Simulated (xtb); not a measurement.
Si(F)(OH)2(NH2) (FH₄NO₂Si), SMILES N[Si](O)(O)F. All values are semi-empirical tight-binding results from xtb (GFN2-xTB unless named), good for trends rather than for accurate numbers. Geometry: GFN2-xTB. The structure was generated by enumeration, and PubChem lists no compound with its InChIKey, so it may never have been made. One conformer was computed; it need not be the lowest.

Optimised geometry:

```xyz
9

N     -1.6239    -0.4047     0.3182
Si     0.0071    -0.0160    -0.0264
O      0.1472     1.1849    -1.1014
O      0.8905    -1.2624    -0.5449
F      0.6092     0.4958     1.3801
H     -1.7991    -0.9660     1.1349
H     -2.2059    -0.7182    -0.4403
H     -0.2842     2.0164    -0.9282
H      1.7736    -1.1181    -0.8757
```
Charge 0, spin multiplicity 1.

Computed properties:
```
Property                                         Value
--------------------------------------  --------------
orbital gap                                    8.51 eV
dipole moment                                   1.61 D
zero-point energy                        35.2 kcal/mol
G − E(el) at 298.15 K (modified RRHO)    16.1 kcal/mol
static polarisability (D4 model)            58.0 bohr³
solvation energy, GFN2-xTB/ALPB(water)  -11.4 kcal/mol
solvation energy, GFN2-xTB/ALPB(dmso)   -13.6 kcal/mol
```

Computed atomic charges and the Wiberg bond orders between heavy atoms:
charges (e) N1 -0.40, Si2 0.67, O3 -0.47, O4 -0.46, F5 -0.30, H6 0.17, H7 0.16, H8 0.31, H9 0.32. Bond orders N1–Si2 1.11, Si2–O3 1.14, Si2–O4 1.17, Si2–F5 1.00.
